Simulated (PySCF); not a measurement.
## Highest orbital energy against ionisation energy along group 14

Calculated with PySCF 2.14, no spin-orbit coupling. Each cell gives −ε(HOMO) / ΔSCF in eV; NIST values include spin-orbit coupling, (s) semi-empirical, (t) theoretical.

| species | UHF | LDA | PBE | PBE0 | r2SCAN | NIST (lowest levels) |
| --- | --- | --- | --- | --- | --- | --- |
| C+ (aug-cc-pVDZ, non-relativistic) | 24.838 / 24.180 | 17.818 / 24.784 | 17.982 / 24.896 | 19.806 / 24.867 | 18.638 / 25.005 | 24.383 |
| Si+ (aug-cc-pV(D+d)Z, non-relativistic) | 16.180 / 15.826 | 12.082 / 16.369 | 12.205 / 16.425 | 13.337 / 16.441 | 12.564 / 16.517 | 16.346 |
| Ge+ (aug-cc-pVDZ-PP with ECP10MDF, ECP) | 15.533 / 15.220 | 11.630 / 15.796 | 11.640 / 15.692 | 12.761 / 15.736 | 12.031 / 15.909 | 15.935 |
| Sn+ (aug-cc-pVDZ-PP with ECP28MDF, ECP) | 13.998 / 13.720 | 10.669 / 14.381 | 10.613 / 14.212 | 11.610 / 14.245 | 10.940 / 14.362 | 14.633 |
| Pb+ (aug-cc-pVDZ-PP with ECP60MDF, ECP) | 13.426 / 13.173 | 10.300 / 13.888 | 10.198 / 13.683 | 11.156 / 13.708 | 10.496 / 13.772 | 15.032 |

Q: How far is −ε(HOMO) from ΔSCF on average for each method, and why?

A: UHF 0.37 eV; LDA -4.54 eV; PBE -4.45 eV; PBE0 -3.27 eV; r2SCAN -4.18 eV. Hartree-Fock orbital energies lack relaxation and so exceed the ΔSCF value; semilocal functionals have convex E(N) from self-interaction, so their HOMO lies far too high; exact exchange moves hybrids part of the way back.
